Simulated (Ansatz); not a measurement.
`C/[C]([AlH2])=C\F` + `COB([SiH3])Cl` → `CO[B]([AlH2])[SiH3]` + `C/C(Cl)=C/F`  (formal exchange of groups at the Al–C bond)

Computed with Ansatz on PBE0-D4/def2-TZVP structures; ΔE is electronic, products minus reactants. CCSD(T)/CBS is the MP2 limit (def2-TZVPP, def2-QZVPP) plus CCSD(T) − MP2 in def2-TZVPP, frozen cores. This one scheme is used for every species. Double bonds are as drawn, so ΔE can hold a change between cis and trans. Functionals use def2-TZVPP. B3LYP here is the variant with VWN-RPA as its local correlation; programs differ in this. One conformer a species, not always the lowest.

| level | ΔE (kJ/mol) |
| --- | --- |
| PBE0-D4 | 206.4 |
| B3LYP | 211.6 |

Task: What does CCSD(T)/CBS give? (Estimate.)

Result: Computed: +216.6 kJ/mol. The listed levels differ from it by -10.2, -5.0 kJ/mol.

Largest T1 diagnostic among the species: 0.015.

From PBE to PBE0 (25 % exact exchange), in def2-TZVPP and without D4, ΔE moves by +7.7 kJ/mol.
